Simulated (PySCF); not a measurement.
Species: SbMe2H, C2H7Sb.
SMILES: `[CH3][SbH][CH3]`

Computed, not measured: PySCF, PBE0-D3(BJ)/def2-SVP geometry optimisation, gas phase, def2 core potentials past Kr.

Take the most abundant isotopes and a rigid rotor. 

(1) What are A, B and C (cm⁻¹)?

(2) What kind of rotor is it?

(3) Is it planar, by Δ = Ic − Ia − Ib?

(4) Which types of transition are allowed, and where do some lines up to J = 4 fall?

## Answers

(1) Ia = 64.30, Ib = 90.23, Ic = 142.20 u·Å²; 505379 MHz·u·Å²/I gives 7859, 5601 and 3554 MHz, that is A = 0.26216, B = 0.18682, C = 0.11855 cm⁻¹.

(2) An asymmetric top: κ = (2 × 5601 − 7859 − 3554)/(7859 − 3554) = -0.05.

(3) Not planar: Δ = Ic − Ia − Ib = -12.33 u·Å². For a rigid frame Δ = −2 Σ m c², so Σ m c² = 6.17 u·Å² lies off the ab plane: 6.14 from hydrogen and 0.03 from heavier atoms. The atom farthest from that plane is 1.70 Å away.

(4) The dipole components are |μa| = 0.00 D, |μb| = 0.71 D, |μc| = 0.15 D. The squared components, which scale the intensities, stand as 0.00 : 1.00 : 0.04 (a : b : c). Some lines, for components of 0.1 D or more:

```
type  branch         J(Ka,Kc)    MHz  lower level (cm⁻¹)
   c       Q  4(2,3) ← 4(1,3)   2278               3.391
   c       Q  3(2,2) ← 3(1,2)   4458               2.121
   b       R  2(0,2) ← 1(1,1)  15155               0.381
   c       Q  4(4,1) ← 4(3,1)  20306               4.152
   b       Q  4(4,1) ← 4(3,2)  21978               4.097
   b       R  2(2,1) ← 1(1,0)  27132               0.449
   b       R  4(2,3) ← 3(1,2)  40346               2.121
   b       R  3(3,1) ← 2(2,0)  43455               1.384
   c       R  4(1,3) ← 3(0,3)  50465               1.708
   c       R  4(2,3) ← 3(1,3)  52352               1.721
   b       R  4(2,2) ← 3(1,3)  61076               1.721
```

No frequency check. No vibrational averaging or centrifugal distortion is included, and the geometry carries the error of its method. A rigid rotor knows nothing of internal rotation, which can split or shift real lines.
